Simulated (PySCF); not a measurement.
A GIAO shielding run with PySCF 2.14.0 with density-fitted response routines (density fitting, non-relativistic, gas phase) on SMILES CCn1n[n+](C)c([SiH3])c1F, [C$_{5}$H$_{11}$FN$_{3}$Si]+:

```
$ OMP_NUM_THREADS=1 python probes_run.py task.json out

{"job": {"kind": "nmr", "xc": "PBE0", "basis": "pcSseg-1"}, "charge": 1, "multiplicity": 1}
C      3.130080    -0.263610    -0.546377
C      2.358062    -0.204674     0.766881
N      0.941571    -0.066936     0.512941
N      0.321037     1.073850     0.612426
N     -0.916301     0.868608     0.273302
C     -1.854168     1.949846     0.290052
C     -1.162999    -0.417807    -0.066152
Si    -2.834194    -1.176127    -0.639688
C      0.070355    -1.013239     0.096304
F      0.445663    -2.253428    -0.079412
H      2.833468    -1.128551    -1.134788
H      2.968539     0.640064    -1.128817
H      4.190440    -0.347693    -0.329789
H      2.656673     0.661718     1.358067
H      2.513265    -1.120228     1.342661
H     -2.271836     2.102512    -0.705166
H     -1.329428     2.847405     0.612331
H     -2.667195     1.731735     0.982238
H     -2.527696    -2.572821    -0.895179
H     -3.158513    -0.375670    -1.817444
H     -3.715745    -0.918013     0.495133
```

Hardware: 1 thread of an Arm Neoverse V1, shared host. The job also computes population analyses, field gradients, ring-centre shieldings.

Task: How large is the calculation?

Result: 84 electrons, 232 basis functions and 1211 auxiliary functions.

Task: How long does it take, and how much memory does it need?

Result: 52 s of wall time, with 14 SCF cycles and 5 response iterations; peak memory 0.99 GiB. Times on a shared host scatter by some tens of per cent.
